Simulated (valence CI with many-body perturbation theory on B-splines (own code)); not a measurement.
## Hyperfine factors and g values of Ir LV

Level of theory: relativistic CI+MBPT: five valence electrons over a frozen Dirac-Fock core [Ar], a basis of 7 s, 7 p, 8 d, 6 f, 4 g, 1 h functions for each j, with the one-electron correlation potential Σ1 (screened to all orders), the two-electron term Σ2, the three-electron term Σ3, Breit, model QED; selected single and double excitations, second order for the rest, scaled by the run's own slope (own B-spline code, finite nucleus).

The last digits are not significant, and no measured levels were compared; by estimate large intervals hold to a few tenths of a per cent, small ones and those within an open d or f shell to about a per cent. Excitations out of the core, of the other parity, are not computed and may begin above about 263 eV (a cautious bound); beyond it only levels of the ground parity were kept, without lifetimes. Only levels of the ground parity were solved; by the run's estimate the other parity begins above the list, which can be wrong where configurations are misplaced.

A/g_I is the dipole constant over the nuclear g factor μ/I (μ in nuclear magnetons, uniformly magnetised nucleus), B/Q the quadrupole constant per barn. Both hold the static response of the core; the bare values leave it out. Large factors of s and p1/2 electrons are usually good to 5 to 10 %; those of open d and f shells near neutrality can be off by tens of per cent, and small factors of p3/2, d and f electrons come from cancelling terms and can be off by a factor of two or in sign, in half-filled shells by more. B is blank for J = 1/2, where it vanishes, and for nearly pure S terms. Energies count from the lowest level.

Levels are named by their leading jj configuration (3d3/2^4 stands for four electrons in 3d with j = 3/2), which in mixed levels can hold well under half, so a name can repeat and another be missing. Letters in brackets count levels of one name in rising energy.

```tsv
Level	E (eV)	g	A/g_I (MHz)	A/g_I bare	B/Q (MHz/b)	B/Q bare
(3d3/2^4 3d5/2) J=5/2	0.00	1.264	42300	43300	81400	82000
(3d3/2^3 3d5/2^2) J=5/2 [a]	72.61	1.327	25300	26600	29500	29700
(3d3/2^3 3d5/2^2) J=7/2 [a]	84.66	1.158	50100	50800	87600	88400
(3d3/2^3 3d5/2^2) J=11/2	85.84	1.095	64900	65400	-3480	-3710
(3d3/2^3 3d5/2^2) J=3/2 [a]	86.78	1.140	64400	65100	72300	72900
(3d3/2^3 3d5/2^2) J=9/2	91.94	1.128	57700	58400	89600	90400
(3d3/2^3 3d5/2^2) J=5/2 [b]	96.08	1.126	59600	60200	-6150	-6160
(3d3/2^3 3d5/2^2) J=1/2	100.37	1.771	-33800	-31000		
(3d3/2^3 3d5/2^2) J=7/2 [b]	100.66	1.067	70500	70900	-96600	-97500
(3d3/2^3 3d5/2^2) J=3/2 [b]	119.34	0.799	112000	111000	-95000	-95900
(3d3/2^2 3d5/2^3) J=5/2 [a]	156.09	1.313	19200	20400	4540	4590
(3d3/2^2 3d5/2^3) J=7/2 [a]	165.35	1.207	42500	43400	-3510	-3550
(3d3/2^2 3d5/2^3) J=11/2	165.58	1.087	63200	63700	1310	1330
(3d3/2^2 3d5/2^3) J=9/2 [a]	167.76	1.139	54500	55200	-7910	-7990
(3d3/2^2 3d5/2^3) J=13/2	170.74	1.064	68100	68500	-79.0	-70.5
(3d3/2^2 3d5/2^3) J=1/2 [a]	173.26	0.435	182000	180000		
(3d3/2^2 3d5/2^3) J=3/2 [a]	174.47	1.159	52900	53700	2180	2180
(3d3/2^2 3d5/2^3) J=5/2 [b]	175.50	1.020	75200	75400	-7720	-7760
(3d3/2^2 3d5/2^3) J=9/2 [b]	180.98	1.095	62500	63000	1960	1980
(3d3/2^2 3d5/2^3) J=7/2 [b]	183.53	0.978	83500	83700	-1920	-1950
(3d3/2^2 3d5/2^3) J=5/2 [c]	186.03	1.046	70600	71000	7680	7720
(3d3/2^2 3d5/2^3) J=3/2 [b]	186.22	0.854	104000	103000	6600	6700
(3d3/2^2 3d5/2^3) J=7/2 [c]	192.82	1.026	75500	75800	2140	2160
(3d3/2^2 3d5/2^3) J=1/2 [b]	192.97	1.749	-45500	-42800		
(3d3/2^2 3d5/2^3) J=9/2 [c]	202.15	1.102	61300	61800	25300	25600
(3d3/2^2 3d5/2^3) J=3/2 [c]	218.46	1.176	49400	50100	-21000	-21300
(3d3/2^2 3d5/2^3) J=5/2 [d]	222.66	1.174	49200	50000	18900	19100
(3d3/2 3d5/2^4) J=5/2 [a]	250.21	1.238	29600	30500	-36200	-36400
(3d3/2 3d5/2^4) J=7/2 [a]	259.78	1.176	48500	49300	-100000	-101000
(3d3/2 3d5/2^4) J=11/2	261.17	1.067	66000	66400	2240	2470
(3d3/2 3d5/2^4) J=3/2 [a]	263.15	0.993	70700	70900	-76400	-77000
(3d3/2 3d5/2^4) J=9/2	268.90	1.111	58500	59000	-109000	-110000
(3d3/2 3d5/2^4) J=5/2 [b]	273.87	1.106	59400	59900	17600	17700
(3d3/2 3d5/2^4) J=7/2 [b]	277.52	1.014	73800	74000	113000	114000
(3d3/2 3d5/2^4) J=1/2	285.17	1.332	-17400	-16200		
(3d3/2 3d5/2^4) J=3/2 [b]	302.36	0.856	110000	109000	111000	112000
(3d5/2^5) J=5/2	352.99	1.151	47000	47600	-110000	-110000
```

(1) Take the isotope of mass number 191, with I = 3/2, μ = 0.1502 μN and Q = 0.816 b. What is the hyperfine structure of (3d3/2^3 3d5/2^2) J=1/2?

## Answers

(1) From the table A = -3380 MHz. Shifts from the centre of gravity in MHz: F = 1: 4220, F = 2: -2540.
